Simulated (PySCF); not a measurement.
Ge(F)2(Cl)(Me) (CH3ClF2Ge), SMILES [F][Ge]([Cl])([CH3])[F].

The structure is a stationary point at PBE0-D3(BJ)/def2-SVP. This is a generated structure with no PubChem entry under its InChIKey; it may be hypothetical.

Two levels are set side by side: TDDFT-PBE/def2-SVPD (PySCF) and TDDFT-CAM-B3LYP/def2-SVPD (PySCF). Vertical, same geometry. The lowest singlet is HOMO→LUMO 97 % with PBE and HOMO→LUMO 79 %, HOMO→LUMO+1 13 % with the other functional; states are paired by order. Differences are taken from unrounded values.

```json
[
 {"quantity": "lowest singlet excitation (eV)", "TDDFT-CAM-B3LYP": "7.60", "TDDFT-PBE": "6.75", "TDDFT-PBE minus TDDFT-CAM-B3LYP": "-0.85"},
 {"quantity": "lowest triplet excitation (TDA) (eV)", "TDDFT-CAM-B3LYP": "6.97", "TDDFT-PBE": "6.27", "TDDFT-PBE minus TDDFT-CAM-B3LYP": "-0.70"},
 {"quantity": "first bright state (f over 0.05) (eV)", "TDDFT-CAM-B3LYP": "7.60", "TDDFT-PBE": "7.58", "TDDFT-PBE minus TDDFT-CAM-B3LYP": "-0.02"},
 {"quantity": "its oscillator strength", "TDDFT-CAM-B3LYP": "0.06", "TDDFT-PBE": "0.16", "TDDFT-PBE minus TDDFT-CAM-B3LYP": "0.10"}
]
```

Functionals without exact exchange tend to place singlet excitations lower, as here. Differences between two approximate levels are no errors against the true value.

Rough cost on one machine, each run with all the roots and properties that it gave: TDDFT-CAM-B3LYP against TDDFT-PBE about 10 times.
